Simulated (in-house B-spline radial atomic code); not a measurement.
Spin-orbit splittings of orbital energies (j = l + 1/2 less j = l - 1/2) and ratios of mean radii (lower j over upper j) along the 67-electron series, configuration [Kr] 4d10 4f14 5s2 5p5. Computed with a B-spline radial code for spherical atoms: Dirac-Hartree-Fock, average of the configuration, finite nuclei.

```json
{"ion": "Re8+", "Z": "75", "splitting of 4d (eV)": "14.078", "radius ratio of 4d": "0.97807", "splitting of 5p (eV)": "13.147", "radius ratio of 5p": "0.93803", "splitting of 3d (eV)": "68.361", "radius ratio of 3d": "0.97492"}
{"ion": "Os9+", "Z": "76", "splitting of 4d (eV)": "?", "radius ratio of 4d": "?", "splitting of 5p (eV)": "?", "radius ratio of 5p": "?", "splitting of 3d (eV)": "?", "radius ratio of 3d": "?"}
{"ion": "Ir10+", "Z": "77", "splitting of 4d (eV)": "16.344", "radius ratio of 4d": "0.97743", "splitting of 5p (eV)": "16.699", "radius ratio of 5p": "0.93769", "splitting of 3d (eV)": "77.545", "radius ratio of 3d": "0.97351"}
{"ion": "Pt11+", "Z": "78", "splitting of 4d (eV)": "17.588", "radius ratio of 4d": "0.97709", "splitting of 5p (eV)": "18.699", "radius ratio of 5p": "0.93726", "splitting of 3d (eV)": "82.476", "radius ratio of 3d": "0.97279"}
{"ion": "Au12+", "Z": "79", "splitting of 4d (eV)": "18.911", "radius ratio of 4d": "0.97675", "splitting of 5p (eV)": "20.858", "radius ratio of 5p": "0.9367", "splitting of 3d (eV)": "87.643", "radius ratio of 3d": "0.97205"}
{"ion": "Hg13+", "Z": "80", "splitting of 4d (eV)": "?", "radius ratio of 4d": "?", "splitting of 5p (eV)": "?", "radius ratio of 5p": "?", "splitting of 3d (eV)": "?", "radius ratio of 3d": "?"}
{"ion": "Tl14+", "Z": "81", "splitting of 4d (eV)": "21.801", "radius ratio of 4d": "0.97603", "splitting of 5p (eV)": "25.685", "radius ratio of 5p": "0.93525", "splitting of 3d (eV)": "98.72", "radius ratio of 3d": "0.97056"}
```

Q: Fill in the row of Os9+.

A: splitting of 4d (eV): 15.174; radius ratio of 4d: 0.97775; splitting of 5p (eV): 14.85; radius ratio of 5p: 0.93795; splitting of 3d (eV): 72.842; radius ratio of 3d: 0.97422.

Q: Fill in the row of Hg13+.

A: splitting of 4d (eV): 20.314; radius ratio of 4d: 0.9764; splitting of 5p (eV): 23.184; radius ratio of 5p: 0.93603; splitting of 3d (eV): 93.055; radius ratio of 3d: 0.97131.

Q: With what power of Z does the column «splitting of 3d (eV)» change over this range?

A: A fit of the logarithm of its size against log Z from Z = 75 to 81 has slope 4.77. An unscreened hydrogenic electron would give 4 at low Z; screening makes the apparent power larger near the neutral end, and relativity raises it again at high Z.
